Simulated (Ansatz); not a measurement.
Born–Oppenheimer molecular dynamics of BFH$_{5}$NO (9 atoms, charge 0, multiplicity 1). It starts at the highest image of a converged band. Of that band: The profile has 2 maxima (images 2, 5) with wells between them (image 4): this band takes more than one step, which may be the mechanism or a detour left from its start path. Neighbouring images differ by up to 1.7 eV, so the band resolves the path poorly. A vibrational analysis at the climbing image gives one clearly imaginary mode, 1447i cm⁻¹: a first-order saddle point.

These are results of Ansatz 0.2.0, RHF/def2-SVP, not measurements.

* ensemble: NVE (velocity Verlet)
* time step: 0.5 fs
* steps asked: 200
* starting velocities drawn for: 100 K
* seed: 8046

First frame:

```xyz
9
Properties=species:S:1:pos:R:3
B -0.142 0.270 -0.066
F -0.366 -0.013 1.644
H 0.895 -0.250 -0.336
N -1.315 0.005 -0.828
H -1.359 -0.858 -1.331
H -2.217 0.270 -0.484
O -0.009 1.701 0.439
H -0.694 2.282 0.139
H -0.209 1.135 1.409
```

How far do the bonds stretch over the last three quarters of this one trajectory? (Pairs bonded in most of those frames.)


```
 bond  mean (Å)  spread (Å)  shortest  longest
B1–F2     1.332       0.050      1.23     1.45
B1–H3     1.212       0.055      1.10     1.33
B1–N4     1.426       0.041      1.37     1.52
N4–H5     1.006       0.011      0.99     1.03
N4–H6     1.005       0.009      0.99     1.03
O7–H8     0.946       0.006      0.93     0.96
O7–H9     0.947       0.022      0.91     0.98
```

Mean temperature of the second half: 1460 K. The conserved energy stayed within 0.2 meV per atom of its start (net change -0.16 meV per atom), so the integration is sound. The kinetic energy rose, since the run started high on the potential surface and went downhill. It ends in pieces (BFH3N + H2O), so much of that is their flight and rotation, not heat. A run of 0.1 ps of so small a system gives no equilibrium averages. The orbitals stay closed-shell, which can raise the energy where a bond breaks towards radicals; this wasn't checked here.

Time of the run: 120 s on 2 threads of Arm Neoverse V2, with other jobs on the host, peak memory 0.13 GiB.
